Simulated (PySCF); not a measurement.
The free ion Ag2+ in its d9 configuration.

Method (PySCF 2.14, density fitting): CASSCF(9,5) with orbitals averaged over all microstates of the shell, strongly contracted NEVPT2 on the averaged canonical orbitals; basis x2c-TZVPall; spin-free X2C; gas phase; spin-orbit coupling by state interaction with the mean-field operator over all roots.

What is the ground state?

2D (S = 1/2, orbital degeneracy 5), by NEVPT2.

What magnetic behaviour follows?

The lowest spin-orbit level is 6-fold with J = 5/2; the next lies at 4425.4 cm⁻¹. μeff is 3.56 μB at 300 K and 3.55 μB at 10 K; the free-ion value g_J√(J(J+1)) for the Hund's-rule level J = 5/2 is 3.55 μB.

The job took 2.2 s on one thread of Arm Neoverse V1 (shared host), with 63 basis functions, launched as `OMP_NUM_THREADS=1 python lf_run.py task.json out`.
